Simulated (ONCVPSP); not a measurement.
# Mn, ONCV: configuration errors across variants

ONCVPSP 4.0.1 input, shortened (lines: element, Z, core and valence counts, functional; n l f; lmax; l rc ep ncon nbas qcut; lloc lpopt rc5 dvloc0; l nproj debl; icmod fcfact rcfact), PBE, scalar-relativistic:

```
  Mn 25.00    3    4        4      upf
    1    0    2.00
    2    0    2.00
    2    1    6.00
    3    0    2.00
    3    1    6.00
    3    2    5.00
    4    0    1.50
    2
    0    1.65    0.00    3    7    7.00
    1    1.05    0.00    5    8   14.20
    2    1.05    0.00    5    9   12.60
    2    5    1.05    0.00
    0    2    3.10
    1    1    3.80
    2    0    3.90
    1    0.40    0.00
```

All-electron excitation energies from the reference (eV): (1) 3s2 3p6 3d5 4s2 -3.361; (2) 3s2 3p6 3d5 4s1 5.056; (3) 3s2 3p6 3d5 4s0 20.654; (4) 3s2 3p6 3d5 4s0 4p1 9.796.

Errors AE − PS in meV (a dash: test not solved or not reliable):

| change | (1) | (2) | (3) | (4) | bound ghosts | GHOST(+) flags above zero |
| --- | --- | --- | --- | --- | --- | --- |
| base | +0.3 | -0.3 | -1.3 | -13 | none | s |
| s: qcut 8.4; p: qcut 17; d: qcut 15.1 | +0.4 | -0.4 | -1.1 | -4.3 | none | s |
| core correction Teter function, fcfact 2.5, rcfact 1.05 | +0.3 | -0.3 | -1.0 | -13 | none | s |

Give the same row for: s: qcut 4.2.

+0.2, -0.1, -0.3, -12; bound ghosts: none; GHOST(+) flags above zero: s.
